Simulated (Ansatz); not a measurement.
# Worked example: GeH3Cl + C2H4FI → GeH3I + C2H4ClF

Gas-phase species: GeH3Cl (chlorogermane) `[Cl][GeH3]`, singlet; C2H4FI `CC(F)I`, singlet; GeH3I `[GeH3][I]`, singlet; C2H4ClF (1-chloro-1-fluoroethane) `CC(F)Cl`, singlet. The partners trade Cl for I: Ge–Cl and C–I bonds give way to Ge–I and C–Cl.

Shapes, held fixed at every level: PBE0-D4/def2-TZVP. Programs: Ansatz 0.2.0. The zero-point and thermal change to 298 K, harmonic and unscaled (PBE0-D4/def2-TZVP), is +0.8 kJ/mol.

At CCSD(T)/def2-TZVPP; 1 Eh = 2625.50 kJ/mol:

| species | energy (Eh) |
| --- | --- |
| GeH3Cl | -2537.162724 |
| C2H4FI | -475.350074 |
| GeH3I | -2374.572634 |
| C2H4ClF | -637.942376 |

Q: Work out ΔH(298 K) of the reaction at this level.

A: 
1. Products less reactants: (-2374.572634) + (-637.942376) − [(-2537.162724) + (-475.350074)] = -0.002212 Eh = -5.8 kJ/mol.
2. With the thermal change: -5.8 + (+0.8) = -5.0 kJ/mol.

Other levels give -19.8 (HF/def2-SVP) to -4.9 kJ/mol (MP2/def2-TZVPP). No measured value is set beside it here. For atoms past krypton def2 sets carry core potentials with scalar relativity. Relativity is left out for Ge. Outer-core shells of Ge, I are correlated, in sets that cover them unevenly.
